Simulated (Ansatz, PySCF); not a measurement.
C2H4BrIn, SMILES C=[CH][InH][Br]. Atoms are numbered in the order given.

```xyz
8

In    -0.6091    -0.4375    -0.0299
H     -2.1726    -0.4089     0.6783
Br     0.8528     1.4940     0.6164
C      0.3430    -1.8015    -1.3609
C     -0.2656    -2.8996    -1.8244
H      1.3722    -1.5897    -1.6745
H      0.2370    -3.5943    -2.5101
H     -1.2923    -3.1704    -1.5510
```

The structure is a stationary point at PBE0-D3(BJ)/def2-SVP. The def2 effective core potentials stand for the cores of In; spin–orbit coupling is left out. One conformer was computed; it need not be the lowest.

Two levels are set side by side: PBE-D3(BJ)/def2-SVP (Ansatz, a first-principles code) and PBE0-D3(BJ)/def2-SVP (Ansatz). Each level has its own optimised geometry; the coordinates shown are those of the second. Frequencies come from the Hessian of PySCF at each geometry. Differences are taken from unrounded values.

```tsv
quantity	PBE0-D3(BJ)	PBE-D3(BJ)	PBE-D3(BJ) minus PBE0-D3(BJ)
mean bond length (Å)	1.569	1.582	0.013
bond In1–Br3 (Å)	2.507	2.529	0.022
bond In1–C4 (Å)	2.130	2.148	0.018
bond C4–C5 (Å)	1.338	1.348	0.009
bond In1–H2 (Å)	1.717	1.731	0.015
bond C4–H6 (Å)	1.097	1.105	0.008
bond C5–H7 (Å)	1.098	1.106	0.008
bond C5–H8 (Å)	1.096	1.104	0.008
highest harmonic wavenumber (cm⁻¹)	3218	3123	-95
mean harmonic wavenumber (cm⁻¹)	1175	1133	-42
zero-point energy (kcal/mol)	30.25	29.16	-1.09
```

GGA bonds tend to be longer and softer than those of functionals with exact exchange. Differences between two approximate levels are no errors against the true value.
